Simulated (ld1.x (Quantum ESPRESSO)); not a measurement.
# How hard is this Sr TM potential?

```json
{"Element": "Sr (Z = 38)", "Generator": "ld1.x (Quantum ESPRESSO) 7.5", "Type": "norm-conserving Troullier–Martins (Kleinman–Bylander form)", "Functional": "PBE", "Relativity": "fully relativistic", "Frozen core": "[Ar] 3d10 4s2", "Valence charge": "8", "Reference configuration": "4p6 4d0 5s2 5p0", "Partial waves": "5s (bound): rc 2.95 bohr; 4p (bound): rc 2.05 bohr; 4d (bound, empty): rc 3.00 bohr", "Local potential": "all-electron potential smoothed inside 1.95 bohr (lloc = -1)", "Core correction": "none"}
```

Open shells are filled in proportion to 2j + 1 (rel_dist='average').

The pseudo-atom Hamiltonian at the reference potential is diagonalised in spherical Bessel functions j_l(qr) that vanish at 20 bohr, with q² up to the cutoff. All-electron valence levels (Ry): 5s -0.2591, 4p1/2 -1.7348, 5p1/2 -0.0975, 4p3/2 -1.6495, 5p3/2 -0.0929, 4d3/2 -0.0963, 4d5/2 -0.0929.

Question: How do the lowest levels (Ry) of each channel move with the cutoff, and are there ghosts?

Answer:

```json
{"cutoff (Ry)": "8", "s #1": "-2.8644", "s #2": "-0.2586", "s #3": "0.0009", "p1/2 #1": "-1.6132", "p1/2 #2": "-0.0879", "p1/2 #3": "0.0465", "p3/2 #1": "-1.5514", "p3/2 #2": "-0.0850", "d3/2 #1": "-0.0535", "d3/2 #2": "0.0565", "d5/2 #1": "-0.0544", "f #1": "0.0906", "Σ f·Δε (mRy)": "636.8"}
{"cutoff (Ry)": "10", "s #1": "-3.1716", "s #2": "-0.2588", "s #3": "0.0009", "p1/2 #1": "-1.6878", "p1/2 #2": "-0.0935", "p1/2 #3": "0.0445", "p3/2 #1": "-1.6141", "p3/2 #2": "-0.0899", "d3/2 #1": "-0.0702", "d3/2 #2": "0.0525", "d5/2 #1": "-0.0705", "f #1": "0.0906", "Σ f·Δε (mRy)": "236.4"}
{"cutoff (Ry)": "12", "s #1": "-3.3401", "s #2": "-0.2589", "s #3": "0.0009", "p1/2 #1": "-1.7204", "p1/2 #2": "-0.0963", "p1/2 #3": "0.0435", "p3/2 #1": "-1.6393", "p3/2 #2": "-0.0922", "d3/2 #1": "-0.0838", "d3/2 #2": "0.0498", "d5/2 #1": "-0.0826", "f #1": "0.0906", "Σ f·Δε (mRy)": "70.1"}
{"cutoff (Ry)": "15", "s #1": "-3.4279", "s #2": "-0.2589", "s #3": "0.0008", "p1/2 #1": "-1.7325", "p1/2 #2": "-0.0975", "p1/2 #3": "0.0430", "p3/2 #1": "-1.6472", "p3/2 #2": "-0.0931", "d3/2 #1": "-0.0920", "d3/2 #2": "0.0484", "d5/2 #1": "-0.0893", "f #1": "0.0906", "Σ f·Δε (mRy)": "14.3"}
{"cutoff (Ry)": "18", "s #1": "-3.4889", "s #2": "-0.2591", "s #3": "0.0008", "p1/2 #1": "-1.7331", "p1/2 #2": "-0.0976", "p1/2 #3": "0.0430", "p3/2 #1": "-1.6474", "p3/2 #2": "-0.0931", "d3/2 #1": "-0.0959", "d3/2 #2": "0.0478", "d5/2 #1": "-0.0925", "f #1": "0.0906", "Σ f·Δε (mRy)": "12.1"}
{"cutoff (Ry)": "21", "s #1": "-3.5088", "s #2": "-0.2591", "s #3": "0.0008", "p1/2 #1": "-1.7332", "p1/2 #2": "-0.0976", "p1/2 #3": "0.0430", "p3/2 #1": "-1.6476", "p3/2 #2": "-0.0931", "d3/2 #1": "-0.0962", "d3/2 #2": "0.0477", "d5/2 #1": "-0.0928", "f #1": "0.0906", "Σ f·Δε (mRy)": "11.0"}
{"cutoff (Ry)": "25", "s #1": "-3.5203", "s #2": "-0.2591", "s #3": "0.0008", "p1/2 #1": "-1.7338", "p1/2 #2": "-0.0976", "p1/2 #3": "0.0430", "p3/2 #1": "-1.6485", "p3/2 #2": "-0.0932", "d3/2 #1": "-0.0963", "d3/2 #2": "0.0477", "d5/2 #1": "-0.0929", "f #1": "0.0906", "Σ f·Δε (mRy)": "5.9"}
{"cutoff (Ry)": "30", "s #1": "-3.5280", "s #2": "-0.2591", "s #3": "0.0008", "p1/2 #1": "-1.7345", "p1/2 #2": "-0.0977", "p1/2 #3": "0.0430", "p3/2 #1": "-1.6493", "p3/2 #2": "-0.0932", "d3/2 #1": "-0.0963", "d3/2 #2": "0.0477", "d5/2 #1": "-0.0929", "f #1": "0.0906", "Σ f·Δε (mRy)": "1.6"}
{"cutoff (Ry)": "35", "s #1": "-3.5299", "s #2": "-0.2591", "s #3": "0.0008", "p1/2 #1": "-1.7347", "p1/2 #2": "-0.0977", "p1/2 #3": "0.0430", "p3/2 #1": "-1.6495", "p3/2 #2": "-0.0932", "d3/2 #1": "-0.0963", "d3/2 #2": "0.0477", "d5/2 #1": "-0.0929", "f #1": "0.0906", "Σ f·Δε (mRy)": "0.3"}
{"cutoff (Ry)": "40", "s #1": "-3.5302", "s #2": "-0.2591", "s #3": "0.0008", "p1/2 #1": "-1.7348", "p1/2 #2": "-0.0977", "p1/2 #3": "0.0430", "p3/2 #1": "-1.6495", "p3/2 #2": "-0.0932", "d3/2 #1": "-0.0963", "d3/2 #2": "0.0477", "d5/2 #1": "-0.0929", "f #1": "0.0906", "Σ f·Δε (mRy)": "0.2"}
{"cutoff (Ry)": "45", "s #1": "-3.5302", "s #2": "-0.2591", "s #3": "0.0008", "p1/2 #1": "-1.7348", "p1/2 #2": "-0.0977", "p1/2 #3": "0.0430", "p3/2 #1": "-1.6495", "p3/2 #2": "-0.0932", "d3/2 #1": "-0.0963", "d3/2 #2": "0.0477", "d5/2 #1": "-0.0929", "f #1": "0.0906", "Σ f·Δε (mRy)": "0.2"}
{"cutoff (Ry)": "400", "s #1": "-3.5303", "s #2": "-0.2591", "s #3": "0.0008", "p1/2 #1": "-1.7348", "p1/2 #2": "-0.0977", "p1/2 #3": "0.0430", "p3/2 #1": "-1.6495", "p3/2 #2": "-0.0932", "d3/2 #1": "-0.0963", "d3/2 #2": "0.0477", "d5/2 #1": "-0.0929", "f #1": "0.0906", "Σ f·Δε (mRy)": "0.0"}
```

Result: ghost state, extra bound levels that the all-electron valence spectrum of the same l lacks: s at -48.0 eV (a true bound ghost makes a file unfit for plane-wave use); 10 mRy is reached at 25 Ry and 1 mRy at 35 Ry.
